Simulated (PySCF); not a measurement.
## Computed properties of BCl2I, SMILES ClB(Cl)I

BCl₂I, SMILES ClB(Cl)I. Geometry: B3LYP-D3(BJ)/def2-SVP. The def2 effective core potentials stand for the cores of I; spin–orbit coupling is left out. Other conformers were not sampled. All values are computed for the isolated molecule unless a solvent is named; none is compared with measurement here.

**Structure.** The optimised structure has C2v symmetry. All 6 harmonic modes at B3LYP-D3(BJ)/def2-SVP (PySCF) are real, so it is a minimum. With heavy atoms numbered as in [B:1]([Cl:2])([Cl:3])[I:4], the shortest bond between them is B1–Cl2 at 1.747 Å and the longest B1–I4 at 2.142 Å.

**Vibrations.** The strongest infrared lines (harmonic, unscaled, degenerate partners summed) lie at 835 cm⁻¹ (370 km/mol, B 86 %, Cl 13 %), 964 cm⁻¹ (297 km/mol, B 84 %, Cl 16 %), 376 cm⁻¹ (3 km/mol, Cl 83 %, B 9 %, I 8 %). The softest mode is at 184 cm⁻¹ and the zero-point energy is 4.2 kcal/mol.

**Electronic structure.** HF/def2-TZVPD (PySCF) places the frontier levels at -10.49 and 0.94 eV, a gap of 11.43 eV, and gives a dipole moment of 0.01 D and a mean polarisability of 72.3 bohr³.

**Excitations.** TDA-M06-2X/def2-SVPD (PySCF) has S1 at 4.65 eV (267 nm, f = 0.000, dark); the most intense of the 10 singlets computed lies at 5.50 eV (f = 0.13). T1 (TDA) is at 4.55 eV, 0.10 eV under S1. No vertical singlet excitation falls in the visible range (under 3.1 eV).
